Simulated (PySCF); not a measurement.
1,1-dimethylcyclopropane (C5H10), SMILES CC1(C)CC1.

Geometry optimised at PBE0-D3(BJ)/def2-SVP.

Two levels are set side by side: PBE/def2-TZVP (PySCF) and ωB97X/def2-TZVP (PySCF). Same geometry, gas phase. Differences are taken from unrounded values.

```csv
quantity,ωB97X
orbital gap (eV),13.18
highest occupied level (eV),-9.97
lowest empty level (eV),3.21
dipole moment (D),0.14
mean polarisability (bohr³),59.1
```

Q: What does PBE give, and how far is it from ωB97X? (The exact figures need the calculation; the answer reports its results.)

A: 
```
quantity                       PBE  PBE minus ωB97X
---------------------------  -----  ---------------
orbital gap (eV)              6.81            -6.37
highest occupied level (eV)  -6.33             3.63
lowest empty level (eV)       0.48            -2.74
dipole moment (D)             0.11            -0.02
mean polarisability (bohr³)   61.6              2.5
```

Without exact exchange PBE keeps part of each electron's self-repulsion, which lifts occupied levels and narrows the gap. Loosely held outer electrons make PBE densities more polarisable. Differences between two approximate levels are no errors against the true value.

Rough cost on one machine, each run with all the roots and properties that it gave: ωB97X against PBE within a factor of 2.
